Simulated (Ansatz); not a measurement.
Consider the ligand exchange at the Al–C bond: `[CH3][AlH][C]#N` + `CBN` → `CB[NH][AlH][CH3]` + `C#N`.

Program: Ansatz. Geometries: PBE0-D4/def2-TZVP. ΔE: electronic, gas phase. CBS: MP2 limit from def2 TZ/QZ plus the TZ coupled-cluster correction, frozen cores. This one scheme is used for every species. DFT in def2-TZVPP. Each species was taken in one conformer, which may not be the lowest.

| level | ΔE (kJ/mol) |
| --- | --- |
| B97M-V | -0.1 |
| PBE | 4.3 |
| r2SCANh | 0.5 |
| BHLYP | 3.2 |

(1) What does CCSD(T)/CBS give? (Best estimate.)

Largest T1 diagnostic among the species: 0.014.

Answers

(1) Computed: -3.5 kJ/mol. The listed levels differ from it by 3.4, 7.8, 4.0, 6.7 kJ/mol.

Leaving LDA and LC-ωPBE aside and taking each functional with its dispersion term where it has one, the values, not all of them listed here, spread over 3.2 kJ/mol, from BLYP-D4 to HSE06-D4. LDA lies −7.6 kJ/mol from PBE without D4. The D4 term adds −6.2 kJ/mol with B3LYP and −3.5 kJ/mol with PBE0; it sums over pairs of atoms, weighted by their polarisabilities, and B3LYP, whose exchange is more repulsive, gets the larger term. In def2-TZVPP, CCSD(T) changes the Hartree–Fock value by −9.8 kJ/mol (the triples alone add −1.0 kJ/mol) and MP2 by −10.6 kJ/mol.

B3LYP here is the variant with VWN-RPA as its local correlation; programs differ in this.
